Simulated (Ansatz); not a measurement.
A structure relaxed at r2SCAN-D4/def2-SVP in Ansatz, charge -1, singlet:

Cartesian coordinates in Å:
```
N -0.4095 -1.3251 -0.3193
N 1.5378 0.2154 -0.9631
N -1.4579 1.0106 -0.4344
N 0.3539 0.4673 1.2969
B -1.6922 -0.5396 -0.7679
B 0.8680 -1.2175 -1.2252
B -0.0672 -1.0656 1.2135
B 1.7036 0.7388 0.5431
B -0.8569 1.4194 0.9943
H -0.6780 -2.3093 -0.3659
H 1.0647 0.9258 -1.5245
H 2.4761 0.1751 -1.3620
H -2.3682 1.4656 -0.5086
H -0.9072 1.4438 -1.1779
H 0.5699 0.6275 2.2821
H -1.8902 -0.6363 -1.9868
H -2.6738 -0.9023 -0.1186
H 0.5867 -1.2853 -2.4296
H 1.7005 -2.0669 -0.9052
H 0.8775 -1.7799 1.5595
H -1.0681 -1.2644 1.9069
H 2.6219 0.0927 1.0492
H 1.9697 1.9475 0.4933
H -1.7550 1.2568 1.8212
H -0.5061 2.6056 0.9289
```

Question: Give its formula and point group.

Answer: B₅N₄H₁₆⁻, a cluster cut from zinc blende BN (hydrogen-capped). Point group C2v (tolerance 0.1 Å).

Question: Summarise the bond lengths by kind (pairs closer than 1.2 times the sum of covalent radii, bridged metal pairs left out).

Answer: 10 × B–N 1.57 to 1.60 Å; 10 × B–H 1.23 to 1.24 Å; 6 × H–N 1.02 Å.
